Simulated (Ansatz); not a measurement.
BBrH₂ (`BBr`), 4 atoms. Charge 0, multiplicity 1. Correlated methods include outer-core shells of Br, which these sets cover unevenly. Scalar relativity is left out up to krypton. All runs use 2 threads of a server CPU on a shared host. Correlated methods freeze the cores. Open-shell runs search over several starts.

Give the basis size and wall time and peak host memory of each of these runs in Ansatz. UHF-CCSD(T)/def2-TZVPP energy of the cation; UKS B2PLYP (frozen core)/def2-TZVPP energy of the cation; UKS r2SCAN-D4/def2-TZVPP energy of the cation; RKS PBE0-D4/def2-TZVPP energy; RKS PBE0-D4/def2-TZVP relaxation (3 steps); RKS PBE0-D4/def2-SVP energy; RKS ωB97M-V/def2-SVP energy; direct RPA on PBE orbitals/def2-TZVPP energy; RKS PBE0-D4/def2-TZVP frequencies; RKS B97M-V/def2-TZVPP energy; UKS PBE-D4/def2-TZVPP energy of the cation; RHF-CCSD(T)/def2-SVP energy. (An estimate is asked.)

Computed: Other jobs shared the machine, so times are rough.

```tsv
level	job	functions	wall time	peak host memory (GiB)
RKS PBE0-D4/def2-SVP	energy	56	0.9 s	0.11
RHF-CCSD(T)/def2-SVP	energy	56	0.95 s	0.12
RKS PBE0-D4/def2-TZVPP	energy	107	1.4 s	0.17
direct RPA on PBE orbitals/def2-TZVPP	energy	107	2.1 s	0.14
UKS PBE-D4/def2-TZVPP	energy of the cation	107	2.1 s	0.13
RKS ωB97M-V/def2-SVP	energy	56	3.8 s	0.15
UKS B2PLYP (frozen core)/def2-TZVPP	energy of the cation	107	5 s	0.21
UKS r2SCAN-D4/def2-TZVPP	energy of the cation	107	6 s	0.17
RKS B97M-V/def2-TZVPP	energy	107	6.5 s	0.16
RKS PBE0-D4/def2-TZVP	relaxation (3 steps)	91	7 s	0.15
UHF-CCSD(T)/def2-TZVPP	energy of the cation	107	16 s	0.6
RKS PBE0-D4/def2-TZVP	frequencies	91	18 s	0.16
```
